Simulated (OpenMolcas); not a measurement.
B, Al, Ga, In, Tl: ns2 np down the group

```
Program             : OpenMolcas 26.06
Method              : RASSCF
Basis               : ANO-R3
Scalar Hamiltonian  : X2C, finite nucleus
Spin-orbit coupling : RASSI with atomic mean-field integrals over the reference wave functions, term energies averaged over their components
```

Active space for each ion: 1 electron in 9 orbitals (RAS2 p; RAS3 s d, at most 1 electron).

Computed levels in cm-1 above 2P* 1/2:

```
                                Level     B    Al   Ga    In    Tl
                              2P* 3/2  14.4  93.1  705  1887  6401
weight of 2P* in the lowest level (%)   100   100  100   100   100
```

Measured, with the error of the calculation in %. Measured levels: B, Al, Ga, In, Tl from NIST Handbook of Basic Atomic Spectroscopic Data.

```
  Level            B           Al           Ga            In            Tl
2P* 3/2  15.3 (-5.7)  112 (-16.9)  826 (-14.6)  2213 (-14.7)  7793 (-17.9)
```

The fine-structure level 2P* 3/2 changes by a factor of 445 from B to Tl.

With one active electron the reference holds no correlation, so core polarisation is missing. No level of 2s2 3d was computed, though it lies in the active space (holds for B). No level of 3s2 3d was computed, though it lies in the active space (holds for Al). No level of 4s2 4d was computed, though it lies in the active space (holds for Ga). No level of 5s2 5d was computed, though it lies in the active space (holds for In). No level of 6s2 6d was computed, though it lies in the active space (holds for Tl). Measured partners are found by configuration, term and J. A level has none where our copy of the source lacks it or the pairing is in doubt (some pairs that miss far off the trend of their configuration count as doubtful), and it then counts in no deviation. Only configurations of the active space appear.

* marks odd parity.
